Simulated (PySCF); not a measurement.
Match the calculated data to a structure.

All candidates are C5H9NOSi.

* Polarisability: 90.4 au [CAM-B3LYP/def2-SVPD]
* UV, first state: lowest singlet excitation: 6.99 eV (177 nm, f = 0.359) [TDDFT CAM-B3LYP/def2-SVPD]
* Rotational structure: rotational constants A, B, C: 3.662, 0.728, 0.660 GHz [GFN2-xTB]
* Dipole: 3.22 D [CAM-B3LYP/def2-SVPD]
* Triplet: lowest triplet excitation (Tamm–Dancoff): 4.26 eV [TDA CAM-B3LYP/def2-SVPD]

The electronic properties come from PySCF, for the isolated species, density fitting. Levels stand in brackets. Geometry: GFN2-xTB, one conformer, isolated molecule.

**Question.** Which candidate is it?
A. `C[C@@H]1C=C(C(N)=O)[SiH2]1`
B. `CO[SiH2][C@@H]1C[C@H]1C#N`
C. `N#CC/C=C\CO[SiH3]`
D. `C#C[SiH2]N(C=O)CC`

**Answer.** C. It is `N#CC/C=C\CO[SiH3]`. Numbering: `[N:1]#[C:2][CH2:3]/[CH:4]=[CH:5]\[CH2:6][O:7][SiH3:8]`. Its formula, C5H9NOSi, gives 3 degrees of unsaturation: 0 rings and 3 π bonds in the structure found. The optimised geometry has point group C1 and is an asymmetric top.

The others, at the same levels:
- `C#C[SiH2]N(C=O)CC` fails: its computed lowest singlet excitation is 5.66 eV (219 nm, f = 0.000) (against 6.99 eV), lowest triplet excitation (Tamm–Dancoff) is 5.02 eV (against 4.26 eV) and static isotropic polarisability is 92.1 au (against 90.4 au).
- `C[C@@H]1C=C(C(N)=O)[SiH2]1` fails: its computed lowest singlet excitation is 4.73 eV (262 nm, f = 0.001) (against 6.99 eV), lowest triplet excitation (Tamm–Dancoff) is 3.85 eV (against 4.26 eV) and static isotropic polarisability is 95.1 au (against 90.4 au).
- `CO[SiH2][C@@H]1C[C@H]1C#N` fails: its computed lowest triplet excitation (Tamm–Dancoff) is 6.23 eV (against 4.26 eV), rotational constant A is 4.952 GHz (against 3.662 GHz) and dipole moment is 5.15 D (against 3.22 D).

Each candidate is one conformer, not necessarily the lowest. Dipoles, sizes and rotational constants follow the conformer. The torsions of the flexible species, by atom-mapped SMILES:
- `[N:1]#[C:2][CH2:3]/[CH:4]=[CH:5]\[CH2:6][O:7][SiH3:8]`: C2–C3–C4–C5 -72°, C4–C5–C6–O7 -166°, C5–C6–O7–Si8 -76°
- `[CH:1]#[C:2][SiH2:3][N:4]([CH:5]=[O:6])[CH2:7][CH3:8]`: C2–Si3–N4–C5 68°, Si3–N4–C5–O6 -1°, Si3–N4–C7–C8 -78°
- `[CH3:1][C@@H:2]1[CH:3]=[C:4]([C:5]([NH2:6])=[O:7])[SiH2:8]1`: C3–C4–C5–N6 11°, H–N6–C5–C4 180°, H–N6–C5–C4 0°
- `[CH3:1][O:2][SiH2:3][C@@H:4]1[CH2:5][C@H:6]1[C:7]#[N:8]`: C1–O2–Si3–C4 180°, O2–Si3–C4–C5 -125°
